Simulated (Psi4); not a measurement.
Psi4 input (wB97X-D/6-31G*):

```
memory 1500 MB

molecule {
-1 1
C    -2.26163600    0.00599600   -0.66659800
C    -1.17511500   -0.64352900   -0.18132500
C     0.15782200   -0.30518500   -0.68231800
Cl    1.36016900    0.48665600    0.66472700
H    -3.17727400   -0.46858700   -0.24822700
H    -1.17630900   -1.47493600    0.54328700
H     0.11424500    0.46980100   -1.44108600
H     0.79003300   -1.14312100   -0.97288700
symmetry c1
no_reorient
no_com
}

set {
  basis 6-31G*
  reference rks
  scf_type pk
  dft_radial_points 99
  dft_spherical_points 590
  e_convergence 1e-8
  d_convergence 1e-7
  maxiter 150
}

e = energy('wb97x-d')
print_out(f'\nFINAL {e:.10f} DIPOLE {variable("CURRENT DIPOLE")[0]:.6f} {variable("CURRENT DIPOLE")[1]:.6f} {variable("CURRENT DIPOLE")[2]:.6f}\n')
```

Output:

```
   => Loading Basis Set <=

    Name: 6-31G*
    Role: ORBITAL
    Keyword: BASIS
    atoms 1-3 entry C          line   111 file 6-31gs.gbs
    atoms 4   entry CL         line   340 file 6-31gs.gbs
    atoms 5-8 entry H          line    44 file 6-31gs.gbs

   => WB97X-D: Empirical Dispersion <=

    Chai and Head-Gordon Dispersion Correction
    Chai, J.-D.; Head-Gordon, M. (2010), J. Chem. Phys., 132: 6615-6620

        s6 =       1.000000

         ---------------------------------------------------------
                                   SCF
               by Justin Turney, Rob Parrish, Andy Simmonett
                          and Daniel G. A. Smith
                              RKS Reference
         ---------------------------------------------------------

  ==> Geometry <==

    Molecular point group: c1
    Full point group: C1

    Geometry (in Angstrom), charge = -1, multiplicity = 1:

       Center              X                  Y                   Z               Mass
    ------------   -----------------  -----------------  -----------------  -----------------
         C           -2.261636000000     0.005996000000    -0.666598000000    12.000000000000
         C           -1.175115000000    -0.643529000000    -0.181325000000    12.000000000000
         C            0.157822000000    -0.305185000000    -0.682318000000    12.000000000000
         CL           1.360169000000     0.486656000000     0.664727000000    34.968852682000
         H           -3.177274000000    -0.468587000000    -0.248227000000     1.007825032230
         H           -1.176309000000    -1.474936000000     0.543287000000     1.007825032230
         H            0.114245000000     0.469801000000    -1.441086000000     1.007825032230
         H            0.790033000000    -1.143121000000    -0.972887000000     1.007825032230

  Running in c1 symmetry.

  Rotational constants: A =      0.75010  B =      0.08902  C =      0.08625 [cm^-1]
  Rotational constants: A =  22487.35206  B =   2668.65536  C =   2585.74961 [MHz]
  Nuclear repulsion =  130.260033508376296

  Charge       = -1
  Multiplicity = 1
  Electrons    = 40
  Nalpha       = 20
  Nbeta        = 20

  ==> Algorithm <==

  SCF Algorithm Type is PK.
  DIIS enabled.
  MOM disabled.
  Fractional occupation disabled.
  Guess Type is SAD.
  Energy threshold   = 1.00e-08
  Density threshold  = 1.00e-07
  Integral threshold = 1.00e-12

  ==> Primary Basis <==

  Basis Set: 6-31G*
    Blend: 6-31G*
    Number of shells: 34
    Number of basis functions: 72
    Number of Cartesian functions: 72
    Spherical Harmonics?: false
    Max angular momentum: 2

  ==> DFT Potential <==

   => LibXC <=

    Version 7.1.2
    S. Lehtola, C. Steigemann, M. J. T. Oliveira, and M. A. L. Marques,  SoftwareX 7, 1–5 (2018) (10.1016/j.softx.2017.11.002)

   => Composite Functional: WB97X-D <=

    wB97X-D Hyb-GGA Exchange-Correlation Functional

    J.-D. Chai and M. Head-Gordon,  Phys. Chem. Chem. Phys. 10, 6615–6620 (2008) (10.1039/B810189B)

    Deriv               =              1
    GGA                 =           TRUE
    Meta                =          FALSE

    Exchange Hybrid     =           TRUE
    MP2 Hybrid          =          FALSE

   => Exchange-Correlation Functionals <=

    1.0000   wB97X-D range-separated functional

   => Exact (HF) Exchange <=

    0.7780            HF,LR [omega = 0.2000]
    0.2220               HF

   => LibXC Density Thresholds  <==

    XC_HYB_GGA_XC_WB97X_D:  1.00E-14

   => Molecular Quadrature <=

    Radial Scheme          =       TREUTLER
    Pruning Scheme         =           NONE
    Nuclear Scheme         =       TREUTLER

    Blocking Scheme        =         OCTREE
    BS radius alpha        =              1
    Pruning alpha          =              1
    Radial Points          =             99
    Spherical Points       =            590
    Total Points           =         438294
    Total Blocks           =           3150
    Max Points             =            256
    Max Functions          =             70
    Weights Tolerance      =       1.00E-15

  ==> Integral Setup <==

  Using in-core PK algorithm.
   Calculation information:
      Number of atoms:                   8
      Number of AO shells:              34
      Number of primitives:             88
      Number of atomic orbitals:        72
      Number of basis functions:        72

      Integral cutoff                 1.00e-12
      Number of threads:                 1

  Performing in-core PK
  Using 10363518 doubles for integral storage.
  We computed 163845 shell quartets total.
  Whereas there are 177310 unique shell quartets.

  Computing range-separated integrals for PK
  We computed 163845 wK shell quartets total.
  Whereas there are 177310 wK unique shell quartets.

  ==> DiskJK: Disk-Based J/K Matrices <==

    J tasked:                  Yes
    K tasked:                  Yes
    wK tasked:                 Yes
    Omega:               2.000E-01
    Schwarz Cutoff:          1E-12


  Cached 100.0% of DFT collocation blocks in 0.757 [GiB].

  Minimum eigenvalue in the overlap matrix is 4.8629158026E-03.
  Reciprocal condition number of the overlap matrix is 7.4070841740E-04.
    Using symmetric orthogonalization.

  ==> Pre-Iterations <==

  SCF Guess: Superposition of Atomic Densities via on-the-fly atomic UHF (no occupation information).

   -------------------------
    Irrep   Nso     Nmo
   -------------------------
     A         72      72
   -------------------------
    Total      72      72
   -------------------------

  ==> Iterations <==

                        Total Energy        Delta E     RMS |[F,P]|

   @RKS iter SAD:  -575.89991002346471   -5.75900e+02   0.00000e+00
   @RKS iter   1:  -576.55829321313581   -6.58383e-01   8.21575e-03 ADIIS/DIIS
   @RKS iter   2:  -576.65514671341020   -9.68535e-02   6.45532e-03 ADIIS/DIIS
   @RKS iter   3:  -576.77424286052428   -1.19096e-01   6.67513e-04 ADIIS/DIIS
   @RKS iter   4:  -576.77553181468636   -1.28895e-03   3.03078e-04 ADIIS/DIIS
   @RKS iter   5:  -576.77579719874166   -2.65384e-04   9.70375e-05 DIIS
   @RKS iter   6:  -576.77582938962962   -3.21909e-05   3.04574e-05 DIIS
   @RKS iter   7:  -576.77583399868161   -4.60905e-06   7.55762e-06 DIIS
   @RKS iter   8:  -576.77583460923609   -6.10554e-07   2.55638e-06 DIIS
   @RKS iter   9:  -576.77583468294381   -7.37077e-08   6.61690e-07 DIIS
   @RKS iter  10:  -576.77583469009244   -7.14863e-09   3.72080e-07 DIIS
   @RKS iter  11:  -576.77583469125102   -1.15858e-09   1.19331e-07 DIIS
   @RKS iter  12:  -576.77583469153694   -2.85922e-10   4.48184e-08 DIIS
  Energy and wave function converged.

  ==> Post-Iterations <==

   Electrons on quadrature grid:
      Ntotal   =   39.9999997491 ; deviation = -2.509e-07

    Orbital Energies [Eh]
    ---------------------

    Doubly Occupied:

       1A   -101.505994     2A    -10.169331     3A    -10.071382
       4A    -10.030413     5A     -9.376666     6A     -7.123523
       7A     -7.116725     8A     -7.116594     9A     -0.735045
      10A     -0.649208    11A     -0.544367    12A     -0.413282
      13A     -0.364919    14A     -0.292934    15A     -0.276263
      16A     -0.230791    17A     -0.196486    18A     -0.191819
      19A     -0.105568    20A     -0.037520

    Virtual:

      21A      0.243706    22A      0.341478    23A      0.383554
      24A      0.395998    25A      0.422902    26A      0.467130
      27A      0.536767    28A      0.646720    29A      0.651481
      30A      0.713636    31A      0.723601    32A      0.735328
      33A      0.797568    34A      0.839609    35A      0.869597
      36A      0.902276    37A      0.934407    38A      0.965725
      39A      0.981214    40A      1.012387    41A      1.071151
      42A      1.125866    43A      1.131827    44A      1.149884
      45A      1.178235    46A      1.191968    47A      1.206677
      48A      1.235921    49A      1.262870    50A      1.288523
      51A      1.416428    52A      1.483235    53A      1.654625
      54A      1.722149    55A      1.845728    56A      2.033540
      57A      2.075108    58A      2.130855    59A      2.200489
      60A      2.311746    61A      2.354995    62A      2.418531
      63A      2.556975    64A      2.628309    65A      2.746560
      66A      2.803714    67A      3.066033    68A      3.109391
      69A      4.403828    70A      4.471815    71A      4.548716
      72A      4.699493

    Final Occupation by Irrep:
              A
    DOCC [    20 ]
    NA   [    20 ]
    NB   [    20 ]

  @RKS Final Energy:  -576.77583469153694

   => Energetics <=

    Nuclear Repulsion Energy =            130.2600335083762957
    One-Electron Energy =               -1058.5214570112480033
    Two-Electron Energy =                 384.3247366031829984
    DFT Exchange-Correlation Energy =     -32.8371152152640278
    Empirical Dispersion Energy =          -0.0020325765843266
    VV10 Nonlocal Energy =                  0.0000000000000000
    Total Energy =                       -576.7758346915370566

Computation Completed

Properties will be evaluated at   0.000000,   0.000000,   0.000000 [a0]

Properties computed using the SCF density matrix

 Multipole Moments:

 ------------------------------------------------------------------------------------
     Multipole            Electronic (a.u.)      Nuclear  (a.u.)        Total (a.u.)
 ------------------------------------------------------------------------------------

 L = 1.  Multiply by 2.5417464519 to convert [e a0] to [Debye]
 Dipole X            :          1.7332098           -0.0000113            1.7331985
 Dipole Y            :         -0.6063809            0.0000019           -0.6063790
 Dipole Z            :          0.2381051            0.0000000            0.2381051
 Magnitude           :                                                    1.8515848

 ------------------------------------------------------------------------------------

FINAL -576.7758346915 DIPOLE 1.733198 -0.606379 0.238105

*** Psi4 exiting successfully. Buy a developer a beer!
```

The dipole moment of an ion depends on the origin.

The geometry given is a B3LYP-D3(BJ)/def2-TZVP minimum.
